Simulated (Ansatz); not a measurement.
CH4F3GeN, SMILES `C[NH][Ge]([F])([F])[F]`, relaxed with RKS PBE0-D4/def2-TZVP in the Gaussian-basis code of Ansatz from a PBE-D4/def2-SVP geometry. The force threshold is 0.005 eV/Å; the program also tests the step.

Total charge 0; spin multiplicity 1.

Start:

```xyz
10

C     1.056    0.981    0.216
N    -0.313    0.641   -0.166
Ge   -0.866   -1.067   -0.225
F     0.327   -2.011   -1.060
F    -2.387   -1.182   -1.048
F    -1.109   -1.901    1.285
H     1.746    0.201   -0.164
H     1.356    1.938   -0.260
H     1.215    1.075    1.315
H    -1.026    1.324    0.108
```

```tsv
step	energy (eV)	largest force (eV/Å)	largest move (Å)
1	-67251.5689	0.828	0.000
2	-67251.6264	0.379	0.032
3	-67251.6360	0.027	0.017
4	-67251.6363	0.016	0.008
5	-67251.6368	0.028	0.034
6	-67251.6370	0.041	0.026
7	-67251.6373	0.013	0.026
8	-67251.6373	0.012	0.020
9	-67251.6373	0.008	0.008
10	-67251.6373	0.002	0.002
```

End:

```xyz
10

C     1.049    0.978    0.241
N    -0.283    0.621   -0.224
Ge   -0.850   -1.064   -0.237
F     0.230   -2.045   -1.125
F    -2.400   -1.151   -0.946
F    -0.990   -1.861    1.274
H     1.768    0.231   -0.100
H     1.344    1.933   -0.198
H     1.127    1.054    1.331
H    -0.995    1.304   -0.016
```

Run time 54 s (4 threads of an Arm Neoverse V2 on a shared host); peak host memory 0.69 GiB.
